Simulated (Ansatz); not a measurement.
Molecule: CdF2 (charge 0, singlet). 
Coordinates optimised at B3LYP-D3(BJ)/def2-TZVP (Ansatz, an electronic-structure program):
SMILES: [Cd]([F])[F]
```xyz
3

Cd     0.0000     0.0000     0.0000
F      0.0000     0.0000    -1.9335
F      0.0000     0.0000     1.9335
```
Charge 0, spin multiplicity 1.

Total electronic energies in hartree. Valence correlation only, unless marked. Spin-orbit coupling is left out. Frozen are the shells of the preceding noble gas and the d and f shells that filled before the atom's block. Past Kr the def2 sets carry scalar-relativistic core potentials. STO-3G rows are all-electron and non-relativistic. CBS(X,Y): correlation extrapolated as X^-3; Hartree-Fock from the larger set. The bracket is a focal-point correction in the basis named.

```csv
level,program,energy (Eh)
HF/def2-SVP,Ansatz,-365.56118
HF/def2-QZVPPD,Ansatz,-365.87417
RI-HF/def2-QZVPP,Ansatz,-365.87363
RI-HF/def2-QZVPPD,Ansatz,-365.87414
PBE/def2-TZVPD,Ansatz,-367.39425
BLYP-D4/def2-TZVPD,Ansatz + dftd4,?
r2SCAN-D4/def2-TZVPD,Ansatz + dftd4,-367.55177
B3LYP-D4/def2-TZVPD,Ansatz + dftd4,-367.63349
PBE0-D4/def2-TZVPD,Ansatz + dftd4,-367.37566
BHLYP-D4/def2-TZVPD,Ansatz + dftd4,?
r2SCAN0/def2-TZVPD,Ansatz,-367.48087
CAM-B3LYP/def2-TZVPD,Ansatz,-367.50222
wB97X-V/def2-TZVPD,Ansatz,-367.47800
wB97X/def2-TZVPD,Ansatz,-367.55854
PBE-QIDH/def2-TZVPD,Ansatz,-367.17763
RPA@PBE/def2-TZVPP,Ansatz,?
RPA@PBE/def2-QZVPP,Ansatz,-367.27393
"RI-MP2/CBS(def2-TZVPPD,def2-QZVPPD)",Ansatz,-366.9773
SCS-MP2/STO-3G,Ansatz,-5607.74921
CCSD(T)/def2-TZVPP,Ansatz,-366.80165
CCSD(T)/def2-QZVPP,Ansatz,-366.90611
"RI-MP2/CBS(def2-TZVPPD,def2-QZVPPD)+[CCSD(T)-MP2]/def2-SVPD",Ansatz,-366.9808
"CCSD(T)/CBS(def2-TZVPPD,def2-QZVPPD)",Ansatz,-366.9683
```

Question: Some entries are withheld; supply them.

Answer: 
- BLYP-D4/def2-TZVPD, energy (Eh): -367.53281
- BHLYP-D4/def2-TZVPD, energy (Eh): -367.40819
- RPA@PBE/def2-TZVPP, energy (Eh): -367.11437
